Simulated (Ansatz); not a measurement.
Geometry optimisation, RHF/cc-pVDZ in Ansatz 0.2.0.

The input (input.yaml):

```yaml
crystal:
  periodic: [false, false, false]
  atoms:
    - { symbol: F, position_ang: [-0.9719, -1.2947, 0.2928] }
    - { symbol: Si, position_ang: [0.0612, -0.1435, -0.1134] }
    - { symbol: S, position_ang: [1.0538, 0.4824, 1.6381] }
    - { symbol: S, position_ang: [-0.8636, 1.5373, -0.987] }
    - { symbol: H, position_ang: [1.0296, -0.724, -1.0983] }
    - { symbol: H, position_ang: [1.3764, -0.7379, 2.0792] }
    - { symbol: H, position_ang: [-1.6243, 0.8125, -1.857] }
basis:
  gaussian: { orbitals: cc-pVDZ }
hamiltonian:
  xc: hf
relax:
  f_tol: 0.02
  max_steps: 40
scf:
  lower_state_search: "off"
output:
  orbitals: {}
```

Command:

```bash
$ ansatz run input.yaml --threads 1 --pin off --max-ram 2048MiB --backend cpu --events-out ev --progress --plain --runs-dir out
```

Q: Where does it end, and by what steps?

A: The run converged. After 13 steps the energy has fallen by 0.114 eV; H6 moved furthest, 0.42 Å.

```csv
step,energy less start (eV),largest force component (eV/Å),accepted
0,0.0000,1.431,yes
1,-0.0516,0.960,yes
2,-0.0955,0.362,yes
3,-0.1036,0.167,yes
4,-0.1024,0.105,no
5,-0.1062,0.044,yes
6,-0.1076,0.022,yes
7,-0.0964,0.630,no
8,-0.1114,0.043,yes
9,-0.1104,0.211,no
10,-0.1128,0.023,yes
11,-0.1134,0.028,yes
12,-0.1130,0.066,no
13,-0.1136,0.003,yes
```

```xyz
7
Properties=species:S:1:pos:R:3
F -1.159 -1.284 0.093
Si 0.039 -0.194 -0.094
S 0.846 0.447 1.775
S -0.804 1.548 -1.003
H 1.060 -0.882 -0.900
H 1.714 -0.570 1.892
H -1.635 0.867 -1.807
```

Whether the end is a true minimum wasn't checked by a vibrational analysis.

Run time: 22 s on 1 CPU thread of a shared host.
